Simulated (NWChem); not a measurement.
System: C$_{6}$H$_{10}$; SMILES C1=CCCCC1

The following NWChem deck was run.

```
start job
memory heap 200 mb stack 900 mb global 1100 mb
geometry units angstroms noautoz
  C      0.666364    -0.060867     1.300259
  C     -0.666364     0.060867     1.300259
  C     -1.490553     0.115760     0.046507
  C     -0.694677    -0.314005    -1.183034
  C      0.694677     0.314005    -1.183034
  C      1.490553    -0.115760     0.046507
  H      1.198400    -0.120651     2.256231
  H     -1.198400     0.120651     2.256231
  H     -2.386514    -0.517788     0.164736
  H     -1.880246     1.143072    -0.088961
  H     -0.591369    -1.413796    -1.180530
  H     -1.242223    -0.055362    -2.103357
  H      0.591369     1.413796    -1.180530
  H      1.242223     0.055362    -2.103357
  H      2.386514     0.517788     0.164736
  H      1.880246    -1.143072    -0.088961
end
basis spherical
  * library 6-31g*
end
dft
  xc b3lyp
  iterations 150
  mulliken
end
task dft energy
```

Output (shortened):

```
             Northwest Computational Chemistry Package (NWChem) 7.3.0
             --------------------------------------------------------

 C2  symmetry detected

                             Geometry "geometry" -> ""
                             -------------------------

 Output coordinates in angstroms (scale by  1.889725989 to convert to a.u.)

  No.       Tag          Charge          X              Y              Z
 ---- ---------------- ---------- -------------- -------------- --------------
    1 C                    6.0000     0.66648874    -0.05948553     1.29893243
    2 C                    6.0000    -0.66648874     0.05948553     1.29893243
    3 C                    6.0000    -1.49078976     0.11266991     0.04518043
    4 C                    6.0000    -0.69402459    -0.31544435    -1.18436057
    5 C                    6.0000     0.69402459     0.31544435    -1.18436057
    6 C                    6.0000     1.49078976    -0.11266991     0.04518043
    7 H                    1.0000     1.19864753    -0.11816652     2.25490443
    8 H                    1.0000    -1.19864753     0.11816652     2.25490443
    9 H                    1.0000    -2.38543553    -0.52273401     0.16340943
   10 H                    1.0000    -1.88261149     1.13917189    -0.09028757
   11 H                    1.0000    -0.58843700    -1.41501884    -1.18185657
   12 H                    1.0000    -1.24210557    -0.05793694    -2.10468357
   13 H                    1.0000     0.58843700     1.41501884    -1.18185657
   14 H                    1.0000     1.24210557     0.05793694    -2.10468357
   15 H                    1.0000     2.38543553     0.52273401     0.16340943
   16 H                    1.0000     1.88261149    -1.13917189    -0.09028757

 Effective nuclear repulsion energy (a.u.)     236.8797229157

      Symmetry information
      --------------------

 Group name             C2
 Group number              4
 Group order               2
 No. of unique centers     8

                                 NWChem DFT Module
                                 -----------------

 Summary of "ao basis" -> "ao basis" (spherical)
 ------------------------------------------------------------------------------
       Tag                 Description            Shells   Functions and Types
 ---------------- ------------------------------  ------  ---------------------
 C                           6-31g*                  6       14   3s2p1d
 H                           6-31g*                  2        2   2s

      Symmetry analysis of basis
      --------------------------

        a          52
        b          52

            General Information
            -------------------
          SCF calculation type: DFT
          Wavefunction type:  closed shell.
          No. of atoms     :    16
          No. of electrons :    46
           Alpha electrons :    23
            Beta electrons :    23
          Charge           :     0
          Spin multiplicity:     1
          Use of symmetry is: on ; symmetry adaption is: on
          Maximum number of iterations: 150
          AO basis - number of functions:   104
                     number of shells:    56
          Convergence on energy requested:  1.00D-06
          Convergence on density requested:  1.00D-05
          Convergence on gradient requested:  5.00D-04

              XC Information
              --------------
                         B3LYP Method XC Potential
                     Hartree-Fock (Exact) Exchange  0.200
                        Slater Exchange Functional  0.800 local
                    Becke 1988 Exchange Functional  0.720 non-local
              Lee-Yang-Parr Correlation Functional  0.810
                  VWN I RPA Correlation Functional  0.190 local

             Grid Information
             ----------------
          Grid used for XC integration:  medium
          Radial quadrature: Mura-Knowles
          Angular quadrature: Lebedev.
          Tag              B.-S. Rad. Rad. Pts. Rad. Cut. Ang. Pts.
          ---              ---------- --------- --------- ---------
          C                   0.70       49          10.0       434
          H                   0.35       45          12.0       434
          Grid pruning is: on
          Number of quadrature shells:   372
          Spatial weights used:  Erf1

      Superposition of Atomic Density Guess
      -------------------------------------

 Sum of atomic energies:        -230.94385028

      Non-variational initial energy
      ------------------------------

 Total energy =    -235.324425
 1-e energy   =    -777.907250
 2-e energy   =     305.703102
 HOMO         =      -0.267640
 LUMO         =       0.039258

      Symmetry analysis of molecular orbitals - initial
      -------------------------------------------------

  Numbering of irreducible representations:

     1 a           2 b

  Orbital symmetries:

     1 a           2 b           3 a           4 a           5 b
     6 b           7 a           8 b           9 a          10 a
    11 b          12 b          13 a          14 b          15 a
    16 a          17 a          18 b          19 b          20 a
    21 a          22 b          23 b          24 a          25 a
    26 b          27 b          28 a          29 b          30 a
    31 a          32 b          33 b

     ---------------------------------------------
      Total Density - Mulliken Population Analysis
     ---------------------------------------------

[...]
```

Level: B3LYP/6-31G* (spherical d). Coordinates come from a PBE0/def2-SVP optimisation.
